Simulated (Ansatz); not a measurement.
SnHMe2(SiH3) (C₂H₁₀SiSn), relaxed as a singlet with RKS PBE-D4/def2-SVP in Ansatz, starting from the GFN2-xTB geometry. Force threshold 0.02 eV/Å.

In the def2 sets Sn takes a core potential; there is no spin–orbit coupling.

Start:

```xyz
14

Sn    0.183   -0.437   -0.248
H     0.740   -1.843   -1.038
C    -0.644    0.802   -1.853
H     0.091    0.960   -2.633
H    -0.938    1.771   -1.464
H    -1.516    0.337   -2.298
C     2.000    0.571    0.439
H     2.526   -0.031    1.170
H     1.753    1.522    0.897
H     2.671    0.758   -0.391
Si   -1.475   -1.023    1.586
H    -2.562   -1.826    1.042
H    -2.025    0.208    2.146
H    -0.804   -1.768    2.644
```

**Question.** Estimate the energy that the relaxation releases and the steps that it takes.

**Answer.** 0.17 eV, in 7 steps; 9.5 s on 2 threads of AMD EPYC 7R13 on a shared host. The force fell under the threshold at step 5, but the optimiser went on. No frequencies were taken in this run, so the end may be a saddle point.

**Question.** Does the start keep its bonding and symmetry?

**Answer.** By distances, no bond broke or formed. The bond that changes most is Si11–H12, from 1.46 to 1.51 Å (atoms count from 1).

**Question.** Predict the relaxed structure.

**Answer.** 
Cartesian coordinates in Å:
```
Sn 0.256 -0.460 -0.339
H 0.781 -1.940 -1.086
C -0.668 0.799 -1.858
H 0.061 1.000 -2.667
H -0.982 1.760 -1.408
H -1.554 0.294 -2.288
C 2.000 0.570 0.463
H 2.498 -0.058 1.226
H 1.692 1.526 0.927
H 2.716 0.780 -0.355
Si -1.435 -0.989 1.550
H -2.603 -1.789 1.031
H -1.976 0.286 2.147
H -0.785 -1.778 2.658
```
Bond lengths: 2 × C–Sn 2.18 Å; 1 × Si–Sn 2.59 Å; 6 × C–H 1.11 Å; 3 × H–Si 1.51 Å; 1 × H–Sn 1.74 Å.
